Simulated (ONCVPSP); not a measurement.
# PBE ONCV dataset for Br (Z = 35), fully relativistic all-electron reference.

ONCVPSP 4.0.1 was run on this input:

```
# ATOM AND REFERENCE CONFIGURATION
# atsym  z   nc   nv     iexc    psfile
  Br 35.00    3    5        4      upf
#
#   n    l    f
    1    0    2.00
    2    0    2.00
    2    1    6.00
    3    0    2.00
    3    1    6.00
    3    2   10.00
    4    0    2.00
    4    1    5.00
#
# PSEUDOPOTENTIAL AND OPTIMIZATION
# lmax
    2
#
#   l,   rc,      ep,       ncon, nbas, qcut
    0    0.90    0.00    4    9   16.70
    1    1.10    0.00    5    9   12.50
    2    0.60    0.00    4    9   21.10
#
# LOCAL POTENTIAL
# lloc, lpopt,  rc(5),   dvloc0
    4    5    0.55    3.00
#
# VANDERBILT-KLEINMAN-BYLANDER PROJECTORs
# l, nproj, debl
    0    2    1.30
    1    2    2.50
    2    1    2.40
#
# MODEL CORE CHARGE
# icmod, fcfact, rcfact
    0    0.00    0.00
#
# LOG DERIVATIVE ANALYSIS
# epsh1, epsh2, depsh
  -10.00    5.00    0.04
#
# OUTPUT GRID
# rlmax, drl
    6.00    0.01
#
# TEST CONFIGURATIONS
# ncnf
    4
# nvcnf
#   n    l    f
    5
    3    0    2.00
    3    1    6.00
    3    2   10.00
    4    0    2.00
    4    1    4.00
#
    5
    3    0    2.00
    3    1    6.00
    3    2   10.00
    4    0    2.00
    4    1    3.00
#
    5
    3    0    2.00
    3    1    6.00
    3    2   10.00
    4    0    2.00
    4    1    2.00
#
    5
    3    0    2.00
    3    1    6.00
    3    2    9.00
    4    0    2.00
    4    1    6.00
#
```

Command:

```bash
oncvpspr.x < Br.dat > Br.out
```

Resulting log (shortened: citation, most of the input echo, consistency checks and plot data are left out):

```
ONCVPSP  (Optimized Norm-Conservinng Vanderbilt PSeudopotential)
relativistic version 4.0.1

#   n    l    f        energy (Ha)
    1    0    2.00    -4.8926118D+02
    2    0    2.00    -6.3659372D+01
    2    1    6.00    -5.5578747D+01    -5.7324448D+01
    3    0    2.00    -8.7454250D+00
    3    1    6.00    -6.2919556D+00    -6.5431014D+00
    3    2   10.00    -2.4347041D+00    -2.4745774D+00
    4    0    2.00    -7.3968938D-01
    4    1    5.00    -2.8292191D-01    -3.0114117D-01

Reference configufation results
  iterations    24
  all-electron total energy (Ha)   -2.60659107D+03

Begin loop to  construct optimized pseudo wave functions
and semi-local pseudopoentials for all angular momenta

Calculating optimized projector #   1

 for l=   0

    Fraction of norm inside rc  0.942199
    Optimizing pswf for qcut=  16.69 a_B^-1,  ecut= 139.26 Ha
    Residual kinetic energy error=  4.35D-08 Ha

    Energy error per electron        Cutoff
         Ha          eV             Ha
         0.01000     0.27211       70.07
         0.00100     0.02721       88.93
         0.00010     0.00272      104.24
         0.00001     0.00027      116.23

Calculating optimized projector #   2

 for l=   0

    Fraction of norm inside rc  0.067737
    Optimizing pswf for qcut=  16.69 a_B^-1,  ecut= 139.26 Ha
    Residual kinetic energy error=  8.72D-08 Ha

    Energy error per electron        Cutoff
         Ha          eV             Ha
         0.01000     0.27211       59.17
         0.00100     0.02721       82.57
         0.00010     0.00272      101.33
         0.00001     0.00027      115.82

Calculating optimized projector #   1

 for l=   1

    Fraction of norm inside rc  0.975404
    Optimizing pswf for qcut=  12.48 a_B^-1,  ecut=  77.89 Ha
    Residual kinetic energy error=  2.90D-05 Ha

    Energy error per electron        Cutoff
         Ha          eV             Ha
         0.01000     0.27211       53.79
         0.00100     0.02721       64.40
         0.00010     0.00272       73.02
         0.00001     0.00027      128.49

Calculating optimized projector #   2

 for l=   1

    Fraction of norm inside rc  0.073183
    Optimizing pswf for qcut=  12.48 a_B^-1,  ecut=  77.89 Ha
    Residual kinetic energy error=  1.06D-05 Ha

    Energy error per electron        Cutoff
         Ha          eV             Ha
         0.01000     0.27211       43.77
         0.00100     0.02721       57.53
         0.00010     0.00272       68.54
         0.00001     0.00027       78.75

Calculating optimized projector #   1

 for l=   1

    Fraction of norm inside rc  0.978342
    Optimizing pswf for qcut=  12.48 a_B^-1,  ecut=  77.89 Ha
    Residual kinetic energy error=  3.68D-05 Ha

    Energy error per electron        Cutoff
         Ha          eV             Ha
         0.01000     0.27211       54.75
         0.00100     0.02721       65.24
         0.00010     0.00272       73.88
         0.00001     0.00027      138.88

Calculating optimized projector #   2

 for l=   1

    Fraction of norm inside rc  0.079936
    Optimizing pswf for qcut=  12.48 a_B^-1,  ecut=  77.89 Ha
    Residual kinetic energy error=  1.53D-05 Ha

    Energy error per electron        Cutoff
         Ha          eV             Ha
         0.01000     0.27211       45.24
         0.00100     0.02721       58.96
         0.00010     0.00272       69.88
         0.00001     0.00027       81.91

Calculating optimized projector #   1

 for l=   2

    Fraction of norm inside rc  0.593805
    Optimizing pswf for qcut=  21.10 a_B^-1,  ecut= 222.54 Ha
    Residual kinetic energy error=  6.37D-04 Ha

    Energy error per electron        Cutoff
         Ha          eV             Ha
         0.01000     0.27211      184.42
         0.00100     0.02721      215.96
         0.00010     0.00272      728.63
         0.00001     0.00027      908.92

Calculating optimized projector #   1

 for l=   2

    Fraction of norm inside rc  0.599114
    Optimizing pswf for qcut=  21.10 a_B^-1,  ecut= 222.54 Ha
    Residual kinetic energy error=  6.62D-04 Ha

    Energy error per electron        Cutoff
         Ha          eV             Ha
         0.01000     0.27211      184.94
         0.00100     0.02721      216.47
         0.00010     0.00272      739.13
         0.00001     0.00027      911.65

Construct Vanderbilt / Kleinmman-Bylander projectors

B matrix Hermiticity error, ll=  0  kap= -1
   1   2    2.1241D-03

  Orthonormal projector coefficients  3.9030E+01  5.5690E+00

B matrix Hermiticity error, ll=  1  kap= -2
   1   2    1.1139D-03

  Orthonormal projector coefficients -2.7496E+01  9.5970E+00

B matrix Hermiticity error, ll=  1  kap=  1
   1   2    1.1964D-03

  Orthonormal projector coefficients  1.1516E+01 -7.3205E+00

 Orthonormal scalar projector coefficients, l =  1
 -2.0358E+01  9.8530E+00 -2.9024E-02  2.2218E-04

 Orthonormal spin-orbit projector coefficients, l =  1
 -1.5223E+01  4.0009E-01  1.0148E-01 -8.3705E-03

 Orthonormal scalar projector coefficients, l =  2
 -1.9913E+01 -2.6442E-06

 Orthonormal spin-orbit projector coefficients, l =  2
  8.2508E-02 -4.2543E-04

Pseudoatom total energy -414.512368

Diagnostic tests using Vanderbilt-Kleinman-Bylander pseudopotentials
  relativistic with J = L +/- 1/2 projectors

   l  kap   rcore       rmatch      e in        delta e    norm test   slope test

   0  -1   0.9035877   0.9310226  -8.7454250   0.0000301   1.0003872   1.0003664
   0  -1   0.9035877   0.9310226  -0.7396894   0.0000476   1.0001156   1.0000902

   1  -2   1.1007880   1.1342103  -6.2919556  -0.0009724   1.0009090   1.0007899
   1   1   1.1007880   1.1342103  -6.5431014  -0.0001537   1.0004706   1.0004213
   1  -2   1.1007880   1.1342103  -0.2829219  -0.0000852   0.9997734   1.0001392
   1   1   1.1007880   1.1342103  -0.3011412   0.0000316   1.0000589   1.0001005

   2  -3   0.6015997   0.6198656  -2.4347041  -0.0002684   0.9999922   1.0002190
   2   2   0.6015997   0.6198656  -2.4745774   0.0004323   1.0000375   0.9998115

Diagnostic tests using Vanderbilt-Kleinman-Bylander pseudopotentials
  relativistic with scalar and spin-orbit non-local projectors

   l  kap   rcore       rmatch      e in        delta e    norm test   slope test

   0  -1   0.9035877   0.9310226  -8.7454250   0.0000301   1.0003872   1.0003664
   0  -1   0.9035877   0.9310226  -0.7396894   0.0000476   1.0001156   1.0000902

   1  -2   1.1007880   1.1342103  -6.2919556  -0.0005697   1.0009833   1.0009067
   1   1   1.1007880   1.1342103  -6.5431014  -0.0009659   1.0002988   1.0001679
   1  -2   1.1007880   1.1342103  -0.2829219  -0.0000701   0.9998093   1.0001150
   1   1   1.1007880   1.1342103  -0.3011412  -0.0000135   0.9999611   1.0001778

   2  -3   0.6015997   0.6198656  -2.4347041  -0.0002681   0.9999922   1.0002191
   2   2   0.6015997   0.6198656  -2.4745774   0.0004326   1.0000375   0.9998116

Ghost test for J = L + 1/2

 Testing for bound ghosts
   n   l    E NL Schr. Eq   E Basis Diag.   E Cutoff

   1   0       -8.745395       -8.745393    429.30
   2   0       -0.739642       -0.564968    429.30

   2   1       -6.292928       -6.292924    328.23
   3   1       -0.283007       -0.155426    328.23

   3   2       -2.434973       -2.405861    950.73

 Testing for highly-localized positive-energy ghosts
       l    <radius>/rc     E Basis Diag.   E Cutoff

       1        0.963273       13.483256    328.23  WARNING - GHOST(+)

Ghost test for J = L - 1/2

 Testing for bound ghosts
   n   l    E NL Schr. Eq   E Basis Diag.   E Cutoff

   1   0       -8.745395       -8.745393    429.30
   2   0       -0.739642       -0.564968    429.30

   2   1       -6.543255       -6.543251    328.23
   3   1       -0.301110       -0.182686    328.23

   3   2       -2.474145       -2.446176    950.73

 Testing for highly-localized positive-energy ghosts
       l    <radius>/rc     E Basis Diag.   E Cutoff

Test configuration 0

   n   l kap    f        eae           eps        diff
   1   0  -1  2.0000 -489.26118357
   2   0  -1  2.0000  -63.65937174
   2   1  -2  4.0000  -55.57874741
   2   1   1  2.0000  -57.32444758
   3   0  -1  2.0000   -8.74542498   -8.74539485    3.01E-05
   3   1  -2  4.0000   -6.29195562   -6.29292801   -9.72E-04
   3   1   1  2.0000   -6.54310138   -6.54325506   -1.54E-04
   3   2  -3  6.0000   -2.43470415   -2.43497256   -2.68E-04
   3   2   2  4.0000   -2.47457737   -2.47414504    4.32E-04
   4   0  -1  2.0000   -0.73968938   -0.73964179    4.76E-05
   4   1  -2  3.3333   -0.28292191   -0.28300712   -8.52E-05
   4   1   1  1.6667   -0.30114117   -0.30110957    3.16E-05

    Total energies and differences
      AE_ref= -2.60659107E+03  AE_tst= -2.60659107E+03  dif=  0.00E+00
      PS_ref= -4.14512368E+02  PS_tst= -4.14512368E+02  dif=  6.82E-13
      PSP excitation error= -6.82E-13

Test configuration 1

   n   l kap    f        eae           eps        diff
   1   0  -1  2.0000 -489.67905578
   2   0  -1  2.0000  -64.07391862
   2   1  -2  4.0000  -55.99371205
   2   1   1  2.0000  -57.73948100
   3   0  -1  2.0000   -9.15758619   -9.15754896    3.72E-05
   3   1  -2  4.0000   -6.70401685   -6.70490157   -8.85E-04
   3   1   1  2.0000   -6.95522838   -6.95528341   -5.50E-05
   3   2  -3  6.0000   -2.84621685   -2.84649434   -2.77E-04
   3   2   2  4.0000   -2.88612962   -2.88570316    4.26E-04
   4   0  -1  2.0000   -1.11670969   -1.11667830    3.14E-05
   4   1  -2  2.6667   -0.63516447   -0.63526907   -1.05E-04
   4   1   1  1.3333   -0.65610068   -0.65607486    2.58E-05

    Total energies and differences
      AE_ref= -2.60659107E+03  AE_tst= -2.60612951E+03  dif=  4.62E-01
      PS_ref= -4.14512368E+02  PS_tst= -4.14050753E+02  dif=  4.62E-01
      PSP excitation error= -5.43E-05

Test configuration 2

   n   l kap    f        eae           eps        diff
   1   0  -1  2.0000 -490.16443625
   2   0  -1  2.0000  -64.55284275
   2   1  -2  4.0000  -56.47341894
   2   1   1  2.0000  -58.21931922
   3   0  -1  2.0000   -9.63183123   -9.63177304    5.82E-05
   3   1  -2  4.0000   -7.17802926   -7.17873062   -7.01E-04
   3   1   1  2.0000   -7.42937845   -7.42923178    1.47E-04
   3   2  -3  6.0000   -3.31915193   -3.31943740   -2.85E-04
   3   2   2  4.0000   -3.35914170   -3.35871785    4.24E-04
   4   0  -1  2.0000   -1.53719409   -1.53717033    2.38E-05
   4   1  -2  2.0000   -1.02941119   -1.02951939   -1.08E-04
   4   1   1  1.0000   -1.05323447   -1.05319985    3.46E-05

    Total energies and differences
      AE_ref= -2.60659107E+03  AE_tst= -2.60529284E+03  dif=  1.30E+00
      PS_ref= -4.14512368E+02  PS_tst= -4.13214022E+02  dif=  1.30E+00
      PSP excitation error= -1.17E-04

Test configuration 3

   n   l kap    f        eae           eps        diff
   1   0  -1  2.0000 -490.70834958
   2   0  -1  2.0000  -65.08671566
   2   1  -2  4.0000  -57.00848898
   2   1   1  2.0000  -58.75459206
   3   0  -1  2.0000  -10.15834849  -10.15825457    9.39E-05
   3   1  -2  4.0000   -7.70415034   -7.70455762   -4.07E-04
   3   1   1  2.0000   -7.95572325   -7.95525652    4.67E-04
   3   2  -3  6.0000   -3.84360168   -3.84389359   -2.92E-04
   3   2   2  4.0000   -3.88371088   -3.88328568    4.25E-04
   4   0  -1  2.0000   -1.99159207   -1.99156437    2.77E-05
   4   1  -2  1.3333   -1.45692914   -1.45701758   -8.84E-05
   4   1   1  0.6667   -1.48380964   -1.48374456    6.51E-05

    Total energies and differences
      AE_ref= -2.60659107E+03  AE_tst= -2.60404372E+03  dif=  2.55E+00
      PS_ref= -4.14512368E+02  PS_tst= -4.11964850E+02  dif=  2.55E+00
      PSP excitation error= -1.68E-04

Test configuration 4

   n   l kap    f        eae           eps        diff
   1   0  -1  2.0000 -489.81669738
   2   0  -1  2.0000  -64.27776630
   2   1  -2  4.0000  -56.19294653
   2   1   1  2.0000  -57.93791730
   3   0  -1  2.0000   -9.21279558   -9.21899211   -6.20E-03
   3   1  -2  4.0000   -6.74895788   -6.74975727   -7.99E-04
   3   1   1  2.0000   -7.00628046   -7.00570003    5.80E-04
   3   2  -3  5.4000   -2.88679334   -2.88500953    1.78E-03
   3   2   2  3.6000   -2.92877811   -2.92618043    2.60E-03
   4   0  -1  2.0000   -0.82175741   -0.82208120   -3.24E-04
   4   1  -2  4.0000   -0.32982607   -0.32988729   -6.12E-05
   4   1   1  2.0000   -0.35129274   -0.35126326    2.95E-05

    Total energies and differences
      AE_ref= -2.60659107E+03  AE_tst= -2.60422847E+03  dif=  2.36E+00
      PS_ref= -4.14512368E+02  PS_tst= -4.12150737E+02  dif=  2.36E+00
      PSP excitation error=  9.70E-04
```

The run took about 5.1 s on one core of a shared server CPU.
